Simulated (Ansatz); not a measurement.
Gas-phase electronic energies from Ansatz, PBE0-D4/def2-TZVP geometries. CCSD(T)/CBS is the MP2 limit (def2-TZVPP, def2-QZVPP) plus CCSD(T) − MP2 in def2-TZVPP, frozen cores. This one scheme is used for every species. Functionals use def2-TZVPP. B3LYP here is the variant with VWN-RPA as its local correlation; programs differ in this. Each species was taken in one conformer, which may not be the lowest.

Reaction (substitution at a C–O bond): `CC(=N)O[SiH2]O` + HCl → `CC(=N)Cl` + `O[SiH2]O`

`CC(=N)O[SiH2]O`:

```xyz
13

C     0.563    1.548   -1.276
C     0.093    0.595   -0.228
N    -0.413    0.865    0.905
O     0.253   -0.684   -0.584
Si   -0.407   -1.878    0.408
O     0.160   -1.808    1.935
H     0.445    2.582   -0.959
H     0.003    1.383   -2.199
H     1.615    1.353   -1.499
H    -0.496    1.864    1.052
H     0.069   -3.143   -0.185
H    -1.879   -1.741    0.319
H    -0.005   -0.935    2.313
```

HCl:

```xyz
2

Cl   -0.451    0.257   -0.373
H     0.451   -0.257    0.373
```

`CC(=N)Cl`:

Z-matrix (Å, degrees):
```
C
C 1 1.486
H 1 1.089 2 109.2
H 1 1.092 2 110.1 3 -120.9
H 1 1.092 2 110.0 3 120.9
N 2 1.247 1 124.6 3 -0.2
Cl 2 1.776 1 112.6 3 179.8
H 6 1.017 2 113.3 1 -180.0
```

`O[SiH2]O`:

Cartesian coordinates in Å:
```
O 0.607 0.473 1.230
Si -0.018 -0.432 0.010
O -0.569 0.461 -1.252
H 1.407 0.969 1.052
H 1.012 -1.307 -0.598
H -1.112 -1.192 0.657
H -1.326 1.028 -1.099
```

| level | ΔE (kJ/mol) | difference from CCSD(T)/CBS |
| --- | --- | --- |
| PBE-D4 | 21.3 | -4.4 |
| r2SCAN-D4 | 25.2 | -0.5 |
| B3LYP-D4 | 26.6 | 0.9 |
| ωB97M-V | 30.9 | 5.2 |
| B2PLYP | 22.5 | -3.2 |
| B3LYP | 19.4 | -6.3 |
| SCS-MP2/def2-TZVPP | 24.6 | -1.1 |
| HF/CBS(def2) | 35.0 | 9.3 |
| MP2/CBS(def2) | 20.4 | -5.3 |
| CCSD/CBS(def2) | 27.0 | 1.3 |
| CCSD(T)/CBS | 25.7 | 0 |

Largest T1 diagnostic among the species: 0.013.

In def2-TZVPP, CCSD(T) changes the Hartree–Fock value by −4.5 kJ/mol (the triples alone add −1.3 kJ/mol) and MP2 by −9.8 kJ/mol. From PBE to PBE0 (25 % exact exchange), in def2-TZVPP and without D4, ΔE moves by +7.7 kJ/mol. The D4 term adds +7.2 kJ/mol with B3LYP and +4.3 kJ/mol with PBE0; it sums over pairs of atoms, weighted by their polarisabilities, and B3LYP, whose exchange is more repulsive, gets the larger term.
